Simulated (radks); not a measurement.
Problem. Radial electron density D(r) = 4 pi r^2 rho(r) of an atom or ion with 28 electrons. Method: Dirac Kohn-Sham, PBEsol, spin-unpolarised, spherical densities, finite nucleus; Fermi nuclear charge, rms radius of each element as measured or else 0.836 A^(1/3) + 0.57 fm; computed with a radial shooting solver on a logarithmic mesh with Libxc functionals.

```
   r/bohr * D(r) (the largest magnitude, 43.7, reaches the edge; | marks zero)
 0.004719 |     *
 0.005363 |      *
 0.006145 |        *
  0.00704 |          *
 0.008066 |             *
 0.009167 |                *
   0.0105 |                   *
  0.01203 |                       *
  0.01368 |                          *
  0.01567 |                               *
  0.01795 |                                   *
  0.02057 |                                       *
  0.02337 |                                          *
  0.02678 |                                             *
  0.03068 |                                               *
  0.03487 |                                               *
  0.03995 |                                              *
  0.04577 |                                            *
  0.05244 |                                         *
   0.0596 |                                       *
  0.06828 |                                     *
  0.07823 |                                      *
  0.08891 |                                        *
   0.1019 |                                           *
   0.1167 |                                                *
   0.1337 |                                                    *
    0.152 |                                                      *
   0.1741 |                                                     *
   0.1995 |                                                *
   0.2267 |                                         *
   0.2597 |                                 *
   0.2976 |                            *
   0.3409 |                          *
   0.3875 |                           *
   0.4439 |                              *
   0.5086 |                                *
    0.578 |                                *
   0.6622 |                             *
   0.7587 |                        *
   0.8692 |                  *
   0.9879 |            *
    1.132 |       *
    1.297 |    *
    1.474 |  *
    1.689 | *
    1.935 |*
    2.216 |*
    2.519 *
    2.886 *
    3.306 *
    3.758 *
    4.305 *
    4.933 *
    5.651 *
```

What is the nuclear charge?

Solution. Z = 31. The innermost maximum, from 1s, lies near gamma/Z bohr with gamma = sqrt(1 - (Z/c)^2) = 0.974, here 0.0314 bohr (found: 0.0340), and its height grows with Z. The density is that of the gallium ion Ga3+ in [Ne] 3s2 3p5.5 3d10 4s0.5; the configuration itself is not fixed sharply by these data, and Z only to about a unit. D(r) has 3 maxima, at r = 0.0340, 0.154, 0.542 bohr, and minima at 0.0728, 0.344 bohr, inside which lie 2.11, 10.99 electrons.
